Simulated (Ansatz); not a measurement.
Abridged output of a molecular run in Ansatz:

```
Functional definition: HF
1156 factors; integrals over basis functions are off by at most 1.1e-3 eV
mean field evaluation 1: about -17673.3194 eV, gradient 3.5e1 eV
mean field evaluation 2: about -17673.4316 eV, gradient 3.5e1 eV
mean field evaluation 4: about -17676.2849 eV, gradient 2.7e0 eV
mean field evaluation 8: about -17676.3242 eV, gradient 1.9e-1 eV
mean field -17676.32441464 eV, -649.5929407952 hartree, gradient 7.8e-6 eV, S^2 0.000000; 0 other end points of the search recorded, 0 dependent functions left out
10 core orbitals not correlated: weight in the atoms' cores, before any rotation towards them, 1.000 or more for the frozen orbitals, at most 0.000 for the correlated occupied ones
reference -17676.32441464 eV, -649.5929407952 hartree; 23, 23 occupied and 67, 67 virtual orbitals, 1156 factors
second order -15.27207242 eV of doubles, -0.00000000 eV of singles
cycle   1  -15.74113572 eV  change   -4.7e-1 eV  update   9.6e-2
cycle   2  -16.09857097 eV  change   -3.6e-1 eV  update   3.0e-2
cycle   3  -16.20402632 eV  change   -1.1e-1 eV  update   1.7e-2
cycle   4  -16.20519053 eV  change   -1.2e-3 eV  update   3.6e-3
cycle   5  -16.20297255 eV  change    2.2e-3 eV  update   1.4e-3
cycle   6  -16.20287946 eV  change    9.3e-5 eV  update   4.3e-4
cycle   7  -16.20284749 eV  change    3.2e-5 eV  update   1.6e-4
cycle   8  -16.20281157 eV  change    3.6e-5 eV  update   4.7e-5
perturbative correction -0.37494323 eV, -0.0137789097 hartree
Total energy: -17692.90216945 eV, -650.2021620473 hartree
```

Its atoms:

```xyz
8

C     0.613   -0.890   -0.565
Sn   -0.254    0.746    0.464
F    -0.735    0.056    2.193
I    -2.556    1.457   -0.684
H     0.867   -0.593   -1.582
H     1.510   -1.212   -0.036
H    -0.113   -1.701   -0.589
H     0.669    2.137    0.797
```

Question: Which basis set was used?
A. cc-pV(Q+d)Z
B. def2-SVPD
C. def2-SVP
D. def2-QZVPP

Answer: C. It gives 100 functions.

Question: Write the keys of the input that set method, charge and spin (a neutral closed shell needs none for the last two).

Answer: 
```yaml
correlation: {method: ccsd_t}
```
